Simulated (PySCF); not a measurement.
Magnetic shielding above rings: a mixed set.

Definitions: NICS(0) = −σiso at the ring centroid; NICS(1) = −σiso and NICS(1)zz = −σzz at ±1 Å along the ring normal z. Level: GIAO PBE0/pcSseg-1 (PySCF, non-relativistic, gas phase) on the GFN2-xTB geometries, one conformer each. Atom numbers follow the mapped SMILES.

Question: Order these rings by mean NICS(1)zz, lowest (most negative) first (ppm).
A. ring N5–C6–C7–C8–C9 in `[CH3:1][CH2:2]/[CH:3]=[P:4]/[N:5]1[CH2:6][CH2:7][CH2:8][CH2:9]1`
B. ring C2–C3–C4–N5–C6–C7–C10 in `[CH3:1][C@@H:2]1[CH2:3][CH2:4][NH:5][CH2:6]/[C:7](=[CH:8]/[Cl:9])[CH2:10]1`
C. ring C3–C4–C5–C6–C7–C8 in `[CH:1]#[C:2][c:3]1[cH:4][cH:5][c:6]2[c:7]([c:8]1[CH3:9])[CH2:10]2`
D. ring C3–N4–C5–C6–C7–P8 in `[CH2:1]=[CH:2][c:3]1[n:4][cH:5][cH:6][cH:7][p:8]1`
E. ring C3–C4–C5–C10–C9 in `[CH:1]#[C:2][C:3]1=[CH:4][C@@H:5]2[CH:6]=[CH:7][C@@H:8]3[C@H:9]1[C@H:10]23`
F. ring C5–O6–C7 in `[F:1][CH:2]([F:3])[O:4][C@@H:5]1[O:6][C@@H:7]1[CH:8]([F:9])[F:10]`

Answer: C (-24.8), D (-23.1), F (-18.9), E (-9.1), A (-4.2), B (2.5).

| SMILES | ring | NICS(0) | NICS(1) | NICS(1)zz | HOMA | rms pucker (Å) | ring atoms with four or more neighbours |
| --- | --- | --- | --- | --- | --- | --- | --- |
| C#Cc1ccc2c(c1C)C2 | 6-membered carbocycle; formal bonds all aromatic | -8.2 | -11.2 | -24.8 | 0.82 | 0.00 | 0 |
| C=Cc1ncccp1 | 6-membered ring with N and P; formal bonds all aromatic | -5.2 | -9.6 | -23.1 | 0.86 | 0.00 | 0 |
| FC(F)O[C@@H]1O[C@@H]1C(F)F | 3-membered ring with O; formal bonds all single | -43.9 | -6.1 | -18.9 | – | 0.00 | 2 |
| C#CC1=C[C@@H]2C=C[C@@H]3[C@H]1[C@H]23 | 5-membered carbocycle; formal bonds 1 double, 4 single | -8.8 | -7.2 | -9.1 | – | 0.08 | 3 |
| CC/C=P/N1CCCC1 | 5-membered ring with N; formal bonds all single | -6.9 | -3.7 | -4.2 | – | 0.17 | 4 |
| C[C@@H]1CCNC/C(=C/Cl)C1 | 7-membered ring with N; formal bonds all single | -2.4 | -2.6 | 2.5 | – | 0.30 | 5 |

NICS(0) gives another order. The isotropic NICS(1) gives another order. HOMA uses Krygowski's 1993 parameters; it is left out where a ring has a four-coordinate atom, a triple bond, no multiple bond or a kind of bond without parameters. NICS(1) and NICS(1)zz are means over the two faces.
